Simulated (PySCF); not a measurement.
Molecule: `[SiH3]Cc1ccn(C)c1`, C$_{6}$H$_{11}$NSi.

Bonds (- single, = double, # triple, : aromatic): C1-N2, N2:C3, C3:C4, C4:C5, C5-C6, C6-Si7, C5:C8, C8:N2. C1 carries H9, H10, H11; C3 carries H12; C4 carries H13; C6 carries H14, H15; Si7 carries H16, H17, H18; C8 carries H19.

Frames of a GFN2-xTB Langevin trajectory at 300 K; GIAO PBE0/pcSseg-1 shieldings in PySCF, gas phase, non-relativistic; equivalent atoms averaged within each frame.

References, each an isolated molecule treated in the same way: ¹³C (σ = 186.93 ppm), ²⁹Si (σ = 349.16 ppm), ¹H (σ = 31.72 ppm) vs TMS; NH3 for ¹⁵N (σ = 267.73 ppm). The references are static minima.

Q: How do the shifts (ppm) fluctuate along the trajectory?

A: 
| time (fs) | C3 | C5 | C8 | C4 | C1 | C6 | N2 | Si7 | H19 | H12 |
| --- | --- | --- | --- | --- | --- | --- | --- | --- | --- | --- |
| 250 | 128.2 | 126.9 | 124.0 | 108.0 | 36.8 | 6.3 | 177.8 | -67.4 | 6.65 | 6.49 |
| 425 | 126.9 | 126.6 | 122.4 | 114.9 | 39.8 | 15.7 | 169.5 | -83.2 | 6.45 | 6.67 |
| 625 | 129.6 | 135.0 | 114.9 | 125.2 | 40.3 | 5.5 | 176.0 | -65.6 | 6.53 | 6.64 |
| 800 | 120.2 | 119.9 | 118.8 | 113.7 | 38.3 | 14.4 | 166.0 | -62.9 | 6.23 | 6.77 |
| 1000 | 130.1 | 135.3 | 120.4 | 121.1 | 42.1 | 18.4 | 179.8 | -60.5 | 6.29 | 6.37 |
| mean of frames | 127.0 | 128.8 | 120.1 | 116.6 | 39.4 | 12.0 | 173.8 | -67.9 | 6.43 | 6.59 |
| standard deviation | 4.0 | 6.5 | 3.5 | 6.7 | 2.0 | 5.8 | 5.8 | 9.0 | 0.17 | 0.16 |

5 frames give an uncertainty of the mean of about the standard deviation over 2.2 at best, since frames this close in time may not be independent; classical motion lacks zero-point vibration, and the reference would need the same averaging.
